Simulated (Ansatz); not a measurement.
Relaxation of a periodic cell of 17 atoms, Si₁₆Ge (host Si, host structure diamond, interstitial Ge), to a largest force component of 0.03 eV/Å in at most 60 steps.

Level of theory: DFT PBE, scalar-relativistic, plane waves, PAW in Ansatz 0.2.0. Settings: PAW set soft_1, cutoff 420 eV, k mesh 2x2x2, fermi-dirac smearing 0.02 eV, no spin polarisation.

```xyz
17
Lattice="0.0000 5.4300 5.4300 5.4300 0.0000 5.4300 5.4300 5.4300 0.0000" Properties=species:S:1:pos:R:3
Si 0.000 0.000 0.000
Si 1.357 1.357 1.357
Si 2.715 2.715 0.000
Si 4.072 4.072 1.357
Si 2.715 0.000 2.715
Si 4.072 1.357 4.072
Si 5.430 2.715 2.715
Si 6.787 4.072 4.072
Si 0.000 2.715 2.715
Si 1.357 4.072 4.072
Si 2.715 5.430 2.715
Si 4.072 6.787 4.072
Si 2.715 2.715 5.430
Si 4.072 4.072 6.787
Si 5.430 5.430 5.430
Si 6.787 6.787 6.787
Ge 8.755 7.500 7.432
```

Task: Where does it end, and by what steps?

Result: The forces met the threshold. Limits of this set-up: coarse k mesh. After 5 steps the energy has fallen by 1.645 eV; Si1 moved furthest, 0.47 Å.

| step | energy less start (eV) | largest force component (eV/Å) | accepted |
| --- | --- | --- | --- |
| 0 | 0.0000 | 3.616 | yes |
| 1 | -1.2358 | 1.385 | yes |
| 2 | -1.6028 | 0.178 | yes |
| 3 | -1.6337 | 0.141 | yes |
| 4 | -1.6440 | 0.045 | yes |
| 5 | -1.6453 | 0.023 | yes |

```xyz
17
Lattice="0.0000 5.4300 5.4300 5.4300 0.0000 5.4300 5.4300 5.4300 0.0000" Properties=species:S:1:pos:R:3
Si -0.272 0.270 0.266
Si 1.379 1.446 1.441
Si 2.797 2.631 0.023
Si 3.982 4.049 1.442
Si 2.797 0.027 2.627
Si 3.982 1.446 4.046
Si 5.401 2.631 2.627
Si 7.052 3.806 3.802
Si 0.126 2.838 2.836
Si 1.103 4.325 4.321
Si 2.590 5.300 2.837
Si 4.191 6.668 4.200
Si 2.589 2.841 5.296
Si 4.193 4.206 6.665
Si 5.676 5.183 5.178
Si 6.652 6.665 6.664
Ge 8.817 7.468 7.460
```

The run took 33 s on 1 thread of AMD EPYC 7R43 64-Core Processor (Zen 3) (shared host), peak memory 0.61 GiB.
